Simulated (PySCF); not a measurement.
ClH₃MgSi, SMILES [SiH3][Mg][Cl].

The structure is a stationary point at PBE0-D3(BJ)/def2-TZVP.

Method: PySCF with TDA-LC-ωPBE/def2-SVPD.

Vertical excitations; the highest root listed may be one member of a degenerate set. Isolated molecule, no solvent. State labels are in the subgroup Cs.

Estimate the UV-visible absorptions. (Estimate from the structure and the level; the computed values follow.)


| state | symmetry | energy (eV) | λ (nm) | f | main pairs |
|---|---|---|---|---|---|
| S1 | A" | 5.89 | 211 | 0.147 | HOMO→LUMO+1 (degenerate set) |
| S2 | A' | 5.89 | 211 | 0.147 | HOMO→LUMO+2 (degenerate set) |
| S3 | A' | 6.21 | 200 | 0.625 | HOMO→LUMO 91 % |
| S4 | A" | 7.18 | 173 | 0.089 | HOMO−1→LUMO (degenerate set) |
| S5 | A' | 7.18 | 173 | 0.089 | HOMO−2→LUMO (degenerate set) |
| S6 | A' | 7.62 | 163 | 0.000 | HOMO−1→LUMO+1, HOMO−2→LUMO+2 (degenerate set) |
| S7 | A" | 7.62 | 163 | 0.000 | HOMO−2→LUMO+1, HOMO−1→LUMO+2 (degenerate set) |
| S8 | A" | 7.64 | 162 | 0.000 | HOMO−1→LUMO+2 42 %, HOMO−2→LUMO+1 42 % |
| S9 | A' | 7.86 | 158 | 0.042 | HOMO→LUMO+3 41 %, HOMO→LUMO+6 27 %, HOMO−5→LUMO 7 % |
| S10 | A" | 7.88 | 157 | 0.001 | HOMO→LUMO+8 74 %, HOMO→LUMO+4 15 % |
| T1 | A" | 4.59 | 270 | 0 | HOMO→LUMO+1, HOMO→LUMO+4 (degenerate set) |
| T2 | A' | 4.59 | 270 | 0 | HOMO→LUMO+2, HOMO→LUMO+5 (degenerate set) |
| T3 | A' | 4.88 | 254 | 0 | HOMO→LUMO 82 % |
| T4 | A" | 6.83 | 182 | 0 | HOMO−1→LUMO 84 % |
Triplets are in the Tamm–Dancoff approximation.
